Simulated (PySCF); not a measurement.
## Electron correlation in N³⁺ (nitrogen, charge +3)

[He] 2s2, closed-shell 1S. All numbers are calculated (PySCF 2.14, the non-relativistic Hamiltonian (point nucleus), in dyall-av2z). Frozen: 1s2; 2 electrons correlated; the 8 highest virtual orbitals of each spin left out.

With two correlated electrons CCSD is exact within the correlated space (frozen core and kept virtual orbitals).

```tsv
level	correlation energy (mhartree)
CCSD	-87.22
```

Diagnostics: T1 = 0.0070, D1 = 0.0099, largest double amplitude 0.155.

Is a single reference adequate?

Not fully. A double-excitation amplitude exceeds 0.15, a sign of near-degeneracy.
